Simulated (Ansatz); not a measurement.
Geometry optimisation, RKS PBE/def2-SVP (Ansatz).

Input file:

```yaml
crystal:
  periodic: [false, false, false]
  atoms:
    - { symbol: Mo, position_ang: [0.0, 0.0, 0.0] }
    - { symbol: F, position_ang: [0.0, 0.0, 2.12] }
    - { symbol: F, position_ang: [1.77, 0.0, 0.0] }
    - { symbol: F, position_ang: [0.0, 1.77, 0.0] }
    - { symbol: F, position_ang: [-1.77, 0.0, 0.0] }
    - { symbol: F, position_ang: [0.0, -1.77, 0.0] }
    - { symbol: F, position_ang: [0.0, 0.0, -1.77] }
    - { symbol: P, position_ang: [1.7481, 1.8211, 0.8388] }
    - { symbol: H, position_ang: [2.7752, 1.1841, 1.5842] }
    - { symbol: H, position_ang: [2.3177, 2.4825, -0.2813] }
    - { symbol: H, position_ang: [0.8504, 0.8858, 1.9997] }
basis:
  gaussian: { orbitals: def2-SVP }
hamiltonian:
  xc: pbe
relax:
  f_tol: 0.15
  max_steps: 25
  restrain:
    - { distance: [0, 7], at: 2.36, k: 30.0 }
    - { distance: [10, 1], at: 0.92, k: 30.0 }
    - { distance: [0, 1], at: 2.97, k: 30.0 }
    - { distance: [10, 7], at: 2.62, k: 30.0 }
```

Command:

```bash
$ ansatz run input.yaml --threads 4 --pin off --max-ram 5120MiB --backend cpu --events-out ev --progress --plain --runs-dir out
```

Where does it end, and by what steps?

The forces met the threshold. The restraints hold the end off the free minimum; the threshold counts their pulls, which the force column leaves out. Restrained pairs: Mo1–P8 (2.66 → 2.41 Å), F2–H11 (1.23 → 0.93 Å), Mo1–F2 (2.12 → 2.97 Å), P8–H11 (1.74 → 2.62 Å). After 14 steps the energy has fallen by 5.190 eV (the restraints' own energy left out); F4 moved furthest, 1.16 Å.

```csv
step,energy less start (eV),largest force component (eV/Å),accepted
0,0.0000,7.401,yes
1,-0.6756,6.752,yes
2,-1.1581,6.802,yes
3,-2.2321,5.033,yes
4,-3.3210,3.308,yes
5,-4.1405,2.120,yes
6,-4.6216,1.589,yes
7,-4.8617,0.974,yes
8,-4.9764,1.029,yes
9,-5.0518,1.058,yes
10,-5.1079,1.023,yes
11,-5.1568,1.095,yes
12,-5.1830,0.992,yes
13,-5.1740,1.047,no
14,-5.1900,1.037,yes
```

```xyz
11
Properties=species:S:1:pos:R:3
Mo 0.262 0.251 -0.330
F 0.635 -0.393 2.542
F 1.894 -0.633 -0.143
F -0.178 1.883 -1.137
F -1.214 0.717 0.710
F -0.393 -1.448 0.053
F 0.431 -0.204 -2.112
P 1.486 1.825 1.028
H 2.781 1.217 1.088
H 1.798 2.770 -0.007
H 0.191 0.388 2.799
```

The run took 43 s on 4 threads of Arm Neoverse V2 (shared host), peak memory 0.25 GiB.
